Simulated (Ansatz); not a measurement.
`CBBN` + H–F → `CBBF` + NH₃ at 400 K and 1 bar (ligand exchange at a B–N bond).

Computed with Ansatz on PBE0-D4/def2-TZVP structures; ΔE is electronic, products minus reactants. CCSD(T)/CBS adds triple-zeta CCSD(T) − MP2 to the extrapolated MP2 energy (def2 sets, frozen cores). This one scheme is used for every species. One conformer a species, not always the lowest.

```csv
species,CCSD(T)/CBS energy (Eh),H − E (kJ/mol),S (J/(mol·K))
`CBBN`,-146.57531,261.9,349.1
H–F,-100.39570,36.5,182.2
`CBBF`,-190.46132,192.8,338.0
NH₃,-56.50880,104.2,203.1
```

H − E and S are ideal-gas, rigid-rotor, harmonic terms from PBE0-D4/def2-TZVP, for one conformer and one mirror image of each species. 1 Eh = 2625.50 kJ/mol, R = 8.31446 J/(mol·K).

Q: By hand: ΔE, ΔH, ΔS and ΔG.

A: ΔE = (-190.46132) + (-56.50880) − (-146.57531) − (-100.39570) = 0.00089 Eh = 2.3 kJ/mol. Δ(H − E) = 192.8 + 104.2 − 261.9 − 36.5 = -1.4, so ΔH = 0.9 kJ/mol. ΔS = 338.0 + 203.1 − 349.1 − 182.2 = 9.8 J/(mol·K). ΔG = 0.9 − 400 × (9.8)/1000 = -3.0 kJ/mol.

Q: By hand: the equilibrium constant, and the temperature at which ΔG would vanish if ΔH and ΔS stayed fixed.

A: log₁₀ K = −ΔG/(RT ln 10) = 0.4. ΔG = 0 at ΔH/ΔS = 92 K, though so small a ΔH makes that figure unsure.

TΔS isn't small against ΔH here. The sign of ΔG lies within the doubt. A doubt of 5 kJ/mol in ΔE shifts log₁₀ K by 0.7 here. Other conformers and mirror images would add mixing entropy, several J/(mol·K) or more a flexible species. These are equilibria of isolated gas molecules and say nothing of rates. Largest T1 diagnostic: 0.012 (customary marks: 0.02 for closed shells, 0.045 for open ones).
